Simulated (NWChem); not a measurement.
Si2H3, doublet; SMILES [Si][SiH3]

```xyz
5

Si    -0.0196     1.3436     0.0000
Si    -0.0076    -1.0381     0.0000
H     -0.5888    -1.7005     1.2134
H      1.4749    -1.3140     0.0000
H     -0.5888    -1.7005    -1.2134
```
Atoms are numbered in this order, from 1.

All runs: NWChem. Spin-unrestricted. In the optimisation the excess spin sits in a" (Cs, its own frame). Coordinates come from a PBE0/def2-SVP, spin-unrestricted optimisation. No stability test was run on the SCF state. Fermi-contact couplings, non-relativistic, static geometry.

Q: Predict the results for BHandHLYP/IGLO-III. Quantities: A(iso) 29Si atom 1 (MHz); A(iso) 29Si atom 2 (MHz); A(iso) 1H atom 4 (MHz); A(iso) 1H atom 5 (MHz); <S²>.

A: The A(iso) 29Si atom 1 (MHz) is -25.2, the A(iso) 29Si atom 2 (MHz) comes out as 27.0 and the A(iso) 1H atom 4 (MHz) comes out as -2.8. The A(iso) 1H atom 5 (MHz) is 39.0 and the <S²> is 0.757.
